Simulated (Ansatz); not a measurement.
Species: ReF₂, charge 0, multiplicity 6. SMILES: [F][Re][F]

Atoms: Re1, F2, F3. Bonds: Re1-F2, Re1-F3.

Bond lengths (Å) and angles (degrees) optimised at PBE/6-31G* with LANL2DZ past Ar with Ansatz (a first-principles code); B3LYP/LANL2DZ with Ansatz; B3LYP/6-31G* with LANL2DZ past Ar with Ansatz; MP2/6-31G* with LANL2DZ past Ar with Ansatz, each started from the B3LYP-D3(BJ)/def2-TZVP structure (Ansatz) of the last column. A row stands for all coordinates that are equal there. 6-31G* holds six Cartesian d functions. No wavenumbers were computed at PBE/6-31G* with LANL2DZ past Ar, B3LYP/LANL2DZ, MP2/6-31G* with LANL2DZ past Ar, so these may be saddle points.

```
coordinate  PBE/6-31G* with LANL2DZ past Ar  B3LYP/LANL2DZ  B3LYP/6-31G* with LANL2DZ past Ar  MP2/6-31G* with LANL2DZ past Ar  B3LYP-D3(BJ)/def2-TZVP
----------  -------------------------------  -------------  ---------------------------------  -------------------------------  ----------------------
Re1-F2                                1.908          1.939                              1.904                            1.922                   1.930
F2-Re1-F3                             180.0          180.0                              180.0                            180.0                   180.0
```

Mean signed difference of all 2 bond lengths from B3LYP-D3(BJ)/def2-TZVP: PBE/6-31G* with LANL2DZ past Ar -0.021 Å, B3LYP/LANL2DZ 0.010 Å, B3LYP/6-31G* with LANL2DZ past Ar -0.025 Å, MP2/6-31G* with LANL2DZ past Ar -0.008 Å.
